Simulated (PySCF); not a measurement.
Input file for PySCF: R-M06-2X/6-31G* on ethylamine (SMILES CCN).

```python
from pyscf import gto, scf, dft, mp
from pyscf.data.elements import chemcore

mol = gto.M(
    atom='''
    C     1.34113174    0.26813911    0.35675519
    C    -0.11200590    0.67681492    0.17571135
    N    -1.00936250   -0.37288460    0.67884093
    H     2.00872561    1.04834560   -0.01298659
    H     1.55868236    0.09405366    1.41077718
    H     1.56049856   -0.64678918   -0.20126771
    H    -0.29811619    0.92389397   -0.87877364
    H    -0.30933724    1.58158664    0.75545777
    H    -1.97988219   -0.11734085    0.53728085
    H    -0.85528006   -1.23901468    0.17365517
    ''',
    basis='6-31g*',
    cart=True,
    charge=0, spin=0, verbose=3, max_memory=1800)
mf = dft.RKS(mol, xc='m062x')
mf.conv_tol = 1e-8
mf.max_cycle = 100
mf.kernel()
if not mf.converged:
    mf = mf.newton().run(mf.mo_coeff, mf.mo_occ)
```

Output:

```
converged SCF energy = -135.090772126957
```

Self-consistency was reached.

Cost: about 5 core-seconds (a rough figure).
